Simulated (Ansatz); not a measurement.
`[SH][GaH][Cl]` + H₂S → `[SH][GaH][SH]` + HCl at 298.15 K and 1 bar (ligand exchange at a Ga–Cl bond).

Gas-phase electronic energies from Ansatz, PBE0-D4/def2-TZVP geometries. CBS: MP2 limit from def2 TZ/QZ plus the TZ coupled-cluster correction, frozen cores. This one scheme is used for every species. For Ga outer-core shells are correlated without core-valence functions, which leaves a few kJ/mol of doubt a bond. Scalar relativity is left out up to krypton. Each species was taken in one conformer, which may not be the lowest.

```
        species  CCSD(T)/CBS energy (Eh)  H − E (kJ/mol)  S (J/(mol·K))
`[SH][GaH][Cl]`              -2782.78263            62.2          314.5
            H₂S               -398.97279            49.9          205.7
`[SH][GaH][SH]`              -2721.36398            85.6          318.4
            HCl               -460.38127            26.6          186.8
```

H − E and S are ideal-gas, rigid-rotor, harmonic terms from PBE0-D4/def2-TZVP, for one conformer and one mirror image of each species. 1 Eh = 2625.50 kJ/mol, R = 8.31446 J/(mol·K).

**Question.** By hand: ΔE, ΔH, ΔS and ΔG.

**Answer.** ΔE = (-2721.36398) + (-460.38127) − (-2782.78263) − (-398.97279) = 0.01017 Eh = 26.7 kJ/mol. Δ(H − E) = 85.6 + 26.6 − 62.2 − 49.9 = 0.1, so ΔH = 26.8 kJ/mol. ΔS = 318.4 + 186.8 − 314.5 − 205.7 = -15.0 J/(mol·K). ΔG = 26.8 − 298.15 × (-15.0)/1000 = 31.3 kJ/mol.

**Question.** By hand: the equilibrium constant, and the temperature at which ΔG would vanish if ΔH and ΔS stayed fixed.

**Answer.** log₁₀ K = −ΔG/(RT ln 10) = -5.5. ΔH and −TΔS have one sign here, so there is no such temperature.

ΔH outweighs TΔS. A doubt of 5 kJ/mol in ΔE shifts log₁₀ K by 0.9 here. Other conformers and mirror images would add mixing entropy, several J/(mol·K) or more a flexible species. These are equilibria of isolated gas molecules and say nothing of rates. Largest T1 diagnostic: 0.013 (customary marks: 0.02 for closed shells, 0.045 for open ones).
